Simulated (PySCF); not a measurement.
dichloro(silyloxy)silane (Cl2H4OSi2), SMILES [SiH3]O[SiH](Cl)Cl. Heavy atoms are numbered as in [SiH3:1][O:2][SiH:3]([Cl:4])[Cl:5]. Hydrogens are named by the atom that carries them.

Coordinates come from a ωB97X-D3(BJ)/def2-SVP optimisation. Other conformers were not sampled.

Calculation: HF/def2-TZVP (PySCF).

ESP charges are fitted to the potential on shells at 1.4 to 2.0 van der Waals radii. Atomic charges (e), one atom of each kind:

```tsv
atom	ESP fit	Löwdin	Mulliken
Si1 (SiH3)	0.43	0.26	…
O2	-0.24	-0.08	…
Si3 (SiH)	0.19	-0.40	…
Cl4	-0.10	0.22	-0.29
H on Si1	-0.08	-0.06	-0.04
H on Si3	0.05	-0.05	-0.02
```

Fill in the missing entries. (Estimate from the structure and the level; the computed values follow.)


- Si1 (SiH3), Mulliken: 0.48
- O2, Mulliken: -0.60
- Si3 (SiH), Mulliken: 0.86

Computed Mayer and Wiberg (Löwdin basis) orders of the bonds:
```json
[
 {"bond": "Si1–O2", "Mayer": "0.96", "Wiberg": "1.45"},
 {"bond": "O2–Si3", "Mayer": "1.14", "Wiberg": "1.60"},
 {"bond": "Si3–Cl4", "Mayer": "1.09", "Wiberg": "1.79"},
 {"bond": "Si3–Cl5", "Mayer": "1.10", "Wiberg": "1.81"}
]
```
